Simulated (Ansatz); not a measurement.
`C#C[SiH2]F` + H₂O → `C#C[SiH2]O` + H–F at 298.15 K and 1 bar (formal hydrolysis of the Si–F bond).

Gas-phase electronic energies from Ansatz, PBE0-D4/def2-TZVP geometries. CBS: MP2 limit from def2 TZ/QZ plus the TZ coupled-cluster correction, frozen cores. This one scheme is used for every species. Each species was taken in one conformer, which may not be the lowest.

```csv
species,CCSD(T)/CBS energy (Eh),H − E (kJ/mol),S (J/(mol·K))
`C#C[SiH2]F`,-466.78369,118.6,299.0
H₂O,-76.37941,66.4,188.7
`C#C[SiH2]O`,-442.75166,149.6,309.0
H–F,-100.39570,33.5,173.6
```

H − E and S are ideal-gas, rigid-rotor, harmonic terms from PBE0-D4/def2-TZVP, for one conformer and one mirror image of each species. 1 Eh = 2625.50 kJ/mol, R = 8.31446 J/(mol·K).

By hand: ΔE, ΔH, ΔS and ΔG.

ΔE = (-442.75166) + (-100.39570) − (-466.78369) − (-76.37941) = 0.01574 Eh = 41.3 kJ/mol. Δ(H − E) = 149.6 + 33.5 − 118.6 − 66.4 = -1.9, so ΔH = 39.4 kJ/mol. ΔS = 309.0 + 173.6 − 299.0 − 188.7 = -5.1 J/(mol·K). ΔG = 39.4 − 298.15 × (-5.1)/1000 = 40.9 kJ/mol.

By hand: the equilibrium constant, and the temperature at which ΔG would vanish if ΔH and ΔS stayed fixed.

log₁₀ K = −ΔG/(RT ln 10) = -7.2. ΔH and −TΔS have one sign here, so there is no such temperature.

The number of gas molecules stays the same, so ΔS is small and ΔH decides. A doubt of 5 kJ/mol in ΔE shifts log₁₀ K by 0.9 here. Other conformers and mirror images would add mixing entropy, several J/(mol·K) or more a flexible species. These are equilibria of isolated gas molecules and say nothing of rates. Largest T1 diagnostic: 0.012 (customary marks: 0.02 for closed shells, 0.045 for open ones).

ΔS is within the doubt of such terms, so its sign, and with it that verdict, could turn.
